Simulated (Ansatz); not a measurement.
Mg2N2 (the lowest singlet isomer of a short search), 4 atoms. Hardware: 4 threads of Arm Neoverse V2 on a shared host.

Correlated methods freeze 4 core orbitals; core or outer-core shells of Mg are correlated, in sets that lack core-valence functions.

**Question.** How many basis functions does each of these Ansatz runs have, and roughly what does it cost? CCSD(T)/def2-TZVPP, charge 0 quintet, energy, from earlier orbitals; PBE-D4/def2-SVP, charge 0 singlet, energy, from earlier orbitals; r2SCAN-D4/def2-TZVP, charge 0 unrestricted singlet, energy, from earlier orbitals; PBE with 5 % exact exchange/def2-TZVP, charge 0 triplet, energy, from earlier orbitals; PBE0-D4/def2-TZVP, charge 0 unrestricted singlet, energy, from earlier orbitals; CAM-B3LYP-D4/def2-TZVP, charge 0 singlet, energy and forces, from earlier orbitals; PBE with 50 % exact exchange/def2-TZVP, charge 0 singlet, energy, from earlier orbitals; PBE-D4/def2-TZVP, charge 1 doublet at the geometry of the charge 0 singlet, energy, from earlier orbitals; B97M-V/def2-TZVP, charge 0 triplet, energy, from earlier orbitals; PBE-D4/def2-TZVP, charge 0 unrestricted singlet, energy, from earlier orbitals; PBE0-D4/def2-TZVPD, charge -1 doublet at the geometry of the charge 0 singlet, energy; r2SCAN-D4/def2-TZVPD, charge 0 singlet, energy, from earlier orbitals.

**Answer.** Other jobs shared the machine, so times can vary by a factor of up to 3. A dash marks memory too small to be measured apart from the calling script's.

```tsv
run	functions	fitting or Cholesky vectors	wall time	peak host memory (GiB)
PBE-D4/def2-SVP, charge 0 singlet, energy, from earlier orbitals	64	702	0.5 s	–
PBE with 50 % exact exchange/def2-TZVP, charge 0 singlet, energy, from earlier orbitals	126	984	1.1 s	–
CAM-B3LYP-D4/def2-TZVP, charge 0 singlet, energy and forces, from earlier orbitals	126	886	1.5 s	–
PBE with 5 % exact exchange/def2-TZVP, charge 0 triplet, energy, from earlier orbitals	126	886	1.8 s	–
PBE-D4/def2-TZVP, charge 1 doublet at the geometry of the charge 0 singlet, energy, from earlier orbitals	126	886	2 s	–
r2SCAN-D4/def2-TZVPD, charge 0 singlet, energy, from earlier orbitals	144	974	2.1 s	–
PBE-D4/def2-TZVP, charge 0 unrestricted singlet, energy, from earlier orbitals	126	886	5.5 s	–
r2SCAN-D4/def2-TZVP, charge 0 unrestricted singlet, energy, from earlier orbitals	126	886	8 s	–
PBE0-D4/def2-TZVP, charge 0 unrestricted singlet, energy, from earlier orbitals	126	886	16 s	–
PBE0-D4/def2-TZVPD, charge -1 doublet at the geometry of the charge 0 singlet, energy	144	974	24 s	0.55
B97M-V/def2-TZVP, charge 0 triplet, energy, from earlier orbitals	126	886	24 s	–
CCSD(T)/def2-TZVPP, charge 0 quintet, energy, from earlier orbitals	126	946	27 s	1.2
```
